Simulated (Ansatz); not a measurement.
`[F][GeH]`, charge 0, multiplicity 1.

Question: Give a relaxed structure at PBE0-D4/def2-TZVP (Ansatz 0.2.0). (Estimate.)

Answer: The calculation gave: 
Z-matrix (Å, degrees):
```
Ge
F 1 1.757
H 1 1.609 2 94.2
```
Point group Cs.
